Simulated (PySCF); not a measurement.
Ni²⁺ (nickel, charge +2) across methods

[Ar] 3d7 4p1, one real determinant (an excited configuration). Computed with PySCF 2.14 in x2c-QZVPPall with one added diffuse shell each of s, p, d, f, g type (12s8p7d5f3g, 133 functions), with the spin-free X2C one-electron Hamiltonian (Gaussian nucleus).

```csv
method,E (hartree),mean ε 3d α (eV),mean ε 3d β (eV),mean ε 4p α (eV),Σ⟨r²⟩ (bohr²),⟨S²⟩
PBE,-1518.888,-37.750,-34.916,-18.411,21.14,6.001
PBE0,-1518.917,-40.910,-37.798,-19.125,21.14,6.001
B3LYP,-1519.183,-40.305,-37.428,-19.006,21.12,6.001
r2SCAN,-1519.122,-38.323,-35.379,-18.554,21.04,6.001
PBEsol,-1517.563,-37.757,-34.738,-18.385,21.09,6.001
PW91,-1519.267,-37.847,-35.065,-18.479,21.11,6.001
UHF,-1517.84609,-49.547,-45.456,-20.769,21.45,6.003
LDA,-1516.325,-38.040,-34.897,-18.485,21.05,6.001
```

⟨L²⟩ = 13.86 against 20 for a pure G term, so this real determinant mixes terms.
